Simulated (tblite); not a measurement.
Species: C4H7N3Si.
Cartesian coordinates in Å at the GFN2-xTB level; atoms count from 1:
```
atom  x, y, z in Å
C1     2.7147   -0.0329   -0.3316
C2     1.4805   -0.3942   -0.0032
C3     0.3203    0.4378   -0.2128
N4     0.3520    1.6625   -0.7329
N5    -0.9032    2.0463   -0.7432
N6    -1.7646    1.1722   -0.2725
C7    -1.0346    0.1228    0.0828
Si8   -1.8006   -1.4222    0.8105
H9     2.9057    0.9268   -0.7806
H10    3.5600   -0.6780   -0.1636
H11    1.2714   -1.3556    0.4480
H12   -1.1843    2.9510   -1.0912
H13   -1.2155   -1.6467    2.1366
H14   -3.2437   -1.2305    0.8945
H15   -1.4625   -2.5513   -0.0625
```

Calculated harmonic vibrations of the isolated species, GFN2-xTB (tblite), most abundant isotopes, no scaling. This tight-binding method is rough: wavenumbers can miss measured ones by several per cent, in bad cases by 10 to 20. Modes of hydrogen on silicon can be 10 to 20 % off. One conformer, not necessarily the lowest.

Harmonic wavenumbers (cm⁻¹): 67.8, 88.1, 124.0, 164.9, 225.1, 260.6, 425.9, 484.3, 537.8, 555.6, 577.3, 615.5, 680.9, 701.9, 747.8, 772.3, 779.8, 793.7, 892.7, 967.7, 1013.0, 1028.8, 1085.3, 1135.6, 1206.5, 1276.7, 1326.2, 1344.7, 1381.0, 1457.3, 1499.0, 1673.4, 2236.8, 2241.9, 2314.8, 3057.8, 3107.7, 3140.2, 3435.1.

A = 2390, B = 1524, C = 940.5 MHz; mass 125.041 u (most abundant isotopes); point group Cs, symmetry number 1.

**Question.** What is the zero-point energy?

**Answer.** ½Σν̃ = 22713 cm⁻¹ = 64.94 kcal/mol.

**Question.** Give the ideal-gas entropy at 500 K and 1 bar in the rigid-rotor, harmonic-oscillator model (classical rotation).

**Answer.** Translation 42.98, rotation 30.47, vibration 40.16: S = 113.6 cal/(mol K).

**Question.** And Cp and H(500 K) − H(0)?

**Answer.** Cp = 49.11 cal/(mol K), of which vibrations give 41.16 (their classical limit is 39 R = 77.5); H(500 K) − H(0) = 14.59 kcal/mol without the zero-point energy, 10.61 from vibrations.

**Question.** Which modes carry the vibrational entropy at 500 K?

**Answer.** 67.8 cm⁻¹: 5.24; 88.1 cm⁻¹: 4.72; 124.0 cm⁻¹: 4.05; 164.9 cm⁻¹: 3.49; 225.1 cm⁻¹: 2.88; 260.6 cm⁻¹: 2.61 cal/(mol K); the other 33 give 17.18 together.

**Question.** Blend soft modes into free rotors: weight 1/[1 + (100 cm⁻¹/ν̃)⁴] for the oscillator and the rest for a rotor with moment μB/(μ + B), μ = h/(8π²ν), B = 10⁻⁴⁴ kg m². What vibrational entropy results?

**Answer.** 37.82 cal/(mol K) in place of 40.16, which changes −T·S at 500 K by +1.17 kcal/mol.

Hindered rotation and anharmonicity are outside this model. Other conformers, if any are populated, would add a mixing term that is left out.
